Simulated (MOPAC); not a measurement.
Input file for MOPAC: PM6 on CdH2OSe (SMILES [OH][Cd][SeH]), a point of a bond scan (R = 2.578 Å).

```
PM6 1SCF PRECISE CHARGE=0 THREADS=1
CdH2OSe

Cd     0.43542349 1    -0.58659809 1    -0.10571507 1
O      1.50138246 1    -2.22921268 1    -0.45382337 1
H      2.37931999 1    -2.19685356 1    -0.05914469 1
Se    -0.99187593 1     1.39292813 1     0.21517457 1
H     -1.99821207 1     0.40379084 1     2.37282888 1
```

Output:

```
*******************************************************************************
 **                                                                           **
 **                              MOPAC v23.2.5                                **
 **                                                                           **
 *******************************************************************************
 ** MOPAC's Digital Object Identifier: https://doi.org/10.5281/zenodo.6511958 **
 **                                                                           **
 ** Please cite the open-source release paper for use of this MOPAC version:  **
 ** J. E. Moussa and J. J. P. Stewart (2026)                                  **
 ** MOPAC: An open-source semiempirical molecular orbital program             **
 ** J. Open Source Softw., 11(119), 8025, https://doi.org/10.21105/joss.08025 **
 *******************************************************************************

                              PM6 CALCULATION RESULTS

 *******************************************************************************
 *  PM6        - The PM6 Hamiltonian to be used
 *
 *
 *
 *                 CHARGE ON SYSTEM = 0
 *
 *
 *
 *  PRECISE    - TIGHTER CRITERIA TO BE USED
 *  1SCF       - DO 1 SCF AND THEN STOP
 *  THREADS=1  - MULTI-THREADING NOT USED
 *  T=         - A TIME OF 172800.0 SECONDS REQUESTED
 *  DUMP=N     - RESTART FILE WRITTEN EVERY 7200.0 SECONDS REQUESTED
 *******************************************************************************
PM6 1SCF PRECISE CHARGE=0 THREADS=1
 CdH2OSe

   ATOM   CHEMICAL          X               Y               Z
  NUMBER   SYMBOL      (ANGSTROMS)     (ANGSTROMS)     (ANGSTROMS)

     1      Cd          0.43542349  *  -0.58659809  *  -0.10571507  *
     2       O          1.50138246  *  -2.22921268  *  -0.45382337  *
     3       H          2.37931999  *  -2.19685356  *  -0.05914469  *
     4      Se         -0.99187593  *   1.39292813  *   0.21517457  *
     5       H         -1.99821207  *   0.40379084  *   2.37282888  *



          CARTESIAN COORDINATES

    NO.       ATOM           X           Y           Z

     1        Cd          0.4354     -0.5866     -0.1057
     2         O          1.5014     -2.2292     -0.4538
     3         H          2.3793     -2.1969     -0.0591
     4        Se         -0.9919      1.3929      0.2152
     5         H         -1.9982      0.4038      2.3728

 General Reference for PM6:
 "Optimization of Parameters for Semiempirical Methods V: Modification of NDDO Approximations
 and Application to 70 Elements", J. J. P. Stewart, J. Mol. Mod., 13, 1173-1213 (2007)
 URL: https://link.springer.com/article/10.1007/s00894-007-0233-4

           Empirical Formula: H2 O Cd Se  =     5 atoms



      MOLECULAR POINT GROUP   :   C1


      RHF CALCULATION, NO. OF DOUBLY OCCUPIED LEVELS = 8


 -------------------------------------------------------------------------------
 PM6 1SCF PRECISE CHARGE=0 THREADS=1
 CdH2OSe



     1SCF WAS SPECIFIED, SO BFGS WAS NOT USED
     SCF FIELD WAS ACHIEVED


                              PM6 CALCULATION
                                                       MOPAC v23.2.5 Linux




          FINAL HEAT OF FORMATION =         80.42550 KCAL/MOL =     336.50028 KJ/MOL


          COSMO AREA              =        114.84 SQUARE ANGSTROMS
          COSMO VOLUME            =         91.86 CUBIC ANGSTROMS

          IONIZATION POTENTIAL    =          8.633476 EV
          HOMO LUMO ENERGIES (EV) =         -8.633 -2.473
          NO. OF FILLED LEVELS    =          8
          MOLECULAR WEIGHT        =        209.3852         POINT GROUP:  C1

          MOLECULAR DIMENSIONS (Angstroms)

            Atom       Atom       Distance
            H     5    H     3     5.64275
           Se     4    H     5     2.25215
           Se     4    O     2     0.78741


          SCF CALCULATIONS        =          1





   ATOM   CHEMICAL          X               Y               Z
  NUMBER   SYMBOL      (ANGSTROMS)     (ANGSTROMS)     (ANGSTROMS)

     1      Cd          0.43542349  *  -0.58659809  *  -0.10571507  *
     2       O          1.50138246  *  -2.22921268  *  -0.45382337  *
     3       H          2.37931999  *  -2.19685356  *  -0.05914469  *
     4      Se         -0.99187593  *   1.39292813  *   0.21517457  *
     5       H         -1.99821207  *   0.40379084  *   2.37282888  *

                             CARTESIAN COORDINATES

   1   Cd        0.435423490    -0.586598090    -0.105715070
   2    O        1.501382460    -2.229212680    -0.453823370
   3    H        2.379319990    -2.196853560    -0.059144690
   4   Se       -0.991875930     1.392928130     0.215174570
   5    H       -1.998212070     0.403790840     2.372828880


           Empirical Formula: H2 O Cd Se  =     5 atoms



      MOLECULAR POINT GROUP   :   C1


                  EIGENVALUES
 -26.16339 -23.42581 -14.66776 -11.32037 -10.69677 -10.26074  -9.65962  -8.63348
  -2.47341  -0.55760   2.18276   2.29618   5.03433   7.06713


              NET ATOMIC CHARGES AND DIPOLE CONTRIBUTIONS

  ATOM NO.   TYPE          CHARGE      No. of ELECS.   s-Pop       p-Pop
    1         Cd           0.689262        1.3107     0.86820     0.44254
    2          O          -0.906575        6.9066     1.73088     5.17570
    3          H           0.313195        0.6868     0.68681
    4         Se          -0.354933        6.3549     1.99282     4.36211
    5          H           0.259051        0.7409     0.74095
 DIPOLE           X         Y         Z       TOTAL
 POINT-CHG.    -2.312     2.588     4.123     5.389
 HYBRID         1.049    -1.058    -0.088     1.492
 SUM           -1.263     1.530     4.035     4.497


          ATOMIC ORBITAL ELECTRON POPULATIONS

     Atom    s        px        py        pz
    1 Cd   0.86820   0.14336   0.24234   0.05684
    2  O   1.73088   1.47930   1.83459   1.86180
    3  H   0.68681
    4 Se   1.99282   1.65809   1.21254   1.49148
    5  H   0.74095

 **********************
 *                    *
 * JOB ENDED NORMALLY *
 *                    *
 **********************




 == MOPAC DONE ==
```

The run finished.

Cost: roughly 0.03 core-seconds.
